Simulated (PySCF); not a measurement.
**ErH3, valence singlet (4f shell in the core): molecular constants**

Computed with PBE0 in PySCF with Er lcecp-1-TZVP with ECP57, H def2-TZVP; scalar-relativistic core potentials, no spin–orbit coupling; density-fitted integrals.

The structure is a minimum.

Z-matrix (Å, degrees; charge 0 multiplicity 1):
```
Er
H  1 1.9750
H  1 1.9750 2 114.55
H  1 1.9750 2 114.55 3 -135.31
```

```json
{
 "Point group": "C3v",
 "Bond lengths": "Er–H 1.975 Å (×3)",
 "Bond angles": "H–Er–H 114.6° (×3)",
 "Dipole moment": "3.62 D",
 "Enthalpy at 298.15 K above 0 K": "12.19 kJ/mol",
 "Entropy at 298.15 K and 1 bar": "249.2 J/(mol K)",
 "Rotational symmetry number": "3",
 "Principal polarisabilities": "38.2, 54.1, 54.1 bohr³",
 "Heat capacity Cp at 298.15 K": "50.9 J/(mol K)",
 "Zero-point energy": "34.8 kJ/mol",
 "Principal quadrupole moments (Buckingham, traceless) about the centre of mass": "-6.97, -6.97, 13.94 D Å",
 "Rotational constants": "2.712, 2.712, 1.515 cm⁻¹",
 "Highest occupied level": "-7.03 eV",
 "Lowest empty level": "-2.07 eV"
}
```

Harmonic modes (masses in u: Er 165.930, H 1.008):
| symmetry | ω (cm⁻¹) | IR (km/mol, summed over degenerate members) | type |
| --- | --- | --- | --- |
| a1 | 249 | 656 | bend |
| e | 563 | 195 | bend |
| e | 1455 | 1550 | stretch |
| a1 | 1530 | 35.1 | stretch |

In C3v the vibrations span 2a1 + 2e.

Charges (e):
| atom | Mulliken | Löwdin | polar tensor | Mayer order to Er1 |
| --- | --- | --- | --- | --- |
| Er1 | 0.84 | 0.66 | 1.56 | – |
| H2,3,4 | -0.28 | -0.22 | -0.52 | 0.91 |

Mulliken populations on Er1 (electrons outside its core potential): s 2.70, p 6.38, d 1.06, f 0.02.

Outer orbital energies (eV). occupied: -29.85, -29.39, -29.39, -8.14, -7.03, -7.03; empty: -2.07, -1.19, -1.19, -0.58.

This need not be the most stable arrangement of these atoms. The 4f shell sits in the core potential, so its spin is not counted.

The final relaxation and frequency run took roughly 26 core-seconds on a shared host.
